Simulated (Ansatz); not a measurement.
`[OH][Al]([OH])[CH]1B[SiH2]1`. The species carries charge 0 and has multiplicity 1.

Cartesian coordinates in Å:
```
O 2.123 0.786 -0.679
Al 0.746 -0.201 -0.582
O 0.336 -1.369 -1.742
C -0.063 -0.297 1.204
B -1.439 -0.767 1.391
Si -1.339 0.945 0.493
H 2.737 0.777 -1.410
H 0.682 -1.388 -2.631
H 0.778 -0.343 1.898
H -2.092 -1.497 2.059
H -1.511 2.338 0.975
H -0.958 1.016 -0.975
```

**Question.** What are the harmonic wavenumbers in cm⁻¹ at PBE0-D4/def2-TZVP (Ansatz, finite differences of forces, unscaled)? (Estimate.)

**Answer.** The calculation gave: 81, 103, 184, 200, 217, 229, 249, 298, 475, 520, 540, 563, 582, 635, 675, 695, 718, 808, 823, 843, 909, 966, 1038, 1249, 2052, 2233, 2723, 3125, 3972, 3976.

**Question.** Is this a minimum?

**Answer.** Yes, all 30 modes are real.

**Question.** Give the ideal-gas thermochemistry at 298.15 K and 1 bar (rigid rotor, harmonic oscillator; point group C1, symmetry number 1).

**Answer.** Zero-point energy 189.5 kJ/mol; H(298) − E = 216.3 kJ/mol; entropy 385.0 J/(mol·K), of which translation 168.1, rotation 117.0, vibration 99.9; G(298) − E = 101.6 kJ/mol. Modes under 100 cm⁻¹ are hindered rotations or soft bends, so the harmonic entropy is rough.

**Question.** Rotational constants (cm⁻¹)?

**Answer.** 0.1231, 0.05624, 0.04892.
